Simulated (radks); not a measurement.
Task: These are the eigenvalues of the occupied orbitals of an atom or ion with whole-number occupations (eV). Calculated with a radial shooting solver on a logarithmic mesh with Libxc functionals: scalar-relativistic Kohn-Sham, LDA (Slater exchange, Perdew-Wang correlation), spin-polarised, spherical densities, finite nucleus; Fermi nuclear charge, rms radius of each element as measured or else 0.836 A^(1/3) + 0.57 fm.

| orbital | eigenvalue |
|---|---|
| 1s up | -8393.509 |

Which element is it, and in what charge state? The configuration may be excited. Open shells, if any, are filled with parallel spins first.

Result: Z = 25, manganese, charge +24: Mn24+ in 1s1. The 1s level, -308.46 hartree, gives Z - s = 24.8 by -(Z - s)^2/2, which with screening and relativity narrows Z to a few neighbours, and with so few levels the electron count can be read from the list.
